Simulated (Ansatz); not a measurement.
A structure relaxed at r2SCAN-D4/def2-TZVPD in Ansatz, charge -1, singlet:

Cartesian coordinates in Å:
```
Cu 0.4665 0.4555 1.3160
O 0.0487 -0.2440 -1.2737
O -0.5151 -0.2115 -0.0423
```

Question: Give its formula and point group.

Answer: CuO₂⁻. Point group Cs (tolerance 0.1 Å).

Question: Summarise the bond lengths by kind (pairs closer than 1.2 times the sum of covalent radii, bridged metal pairs left out).

Answer: 1 × Cu–O 1.80 Å; 1 × O–O 1.35 Å. The metal has 1 neighbour: O 1.80 Å.

The structure holds 1 bond(s) between oxygen atoms. The restricted singlet is unstable towards broken spin symmetry at other levels; at r2SCAN-D4/def2-TZVPD this wasn't settled. The highest occupied level of the charge -1 singlet lies above zero (up to 1.32 eV). The electron is either unbound and held by the finite basis, or the level is raised by self-interaction error. Another isomer (triplet) lies 1.92 eV lower at PBE0-D4/def2-TZVPD; other spin states weren't run for this one.
